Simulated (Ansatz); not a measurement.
`N[SiH2]O[SiH2]N` and `N[SiH2]OCO` differ in one atom or group.

Ansatz, PBE0-D4/def2-TZVP geometries, multiplicity 1. Each molecule was computed in one conformer, which needn't be the lowest.

```csv
property,`N[SiH2]O[SiH2]N`
HOMO energy (PBE0/def2-TZVPP) / eV,-7.63
LUMO energy (PBE0/def2-TZVPP) / eV,0.63
size of the dipole moment (PBE/def2-TZVPP) / D,2.52
HOMO–LUMO gap (B3LYP/def2-TZVPP) / eV,7.70
HOMO energy (B3LYP/def2-TZVPP) / eV,-7.37
LUMO energy (PBE/def2-TZVPP) / eV,-0.18
```

**Question.** What does the change do to each property? (Best estimate.)

**Answer.** Computed: 
| property | `N[SiH2]OCO` | shift |
| --- | --- | --- |
| HOMO energy (PBE0/def2-TZVPP) / eV | -7.68 | -0.05 |
| LUMO energy (PBE0/def2-TZVPP) / eV | 0.75 | 0.12 |
| size of the dipole moment (PBE/def2-TZVPP) / D | 1.85 | -0.67 |
| HOMO–LUMO gap (B3LYP/def2-TZVPP) / eV | 7.86 | 0.16 |
| HOMO energy (B3LYP/def2-TZVPP) / eV | -7.43 | -0.06 |
| LUMO energy (PBE/def2-TZVPP) / eV | -0.09 | 0.09 |

With PBE0 the HOMO falls by 0.05 eV and the LUMO rises by 0.12 eV, so the gap widens by about 0.17 eV. PBE moves the HOMO by -0.02 eV and ωB97M-V by -0.04 eV. Dipoles are sizes alone; their direction can turn.

B3LYP here is the variant with VWN-RPA as its local correlation; programs differ in this.
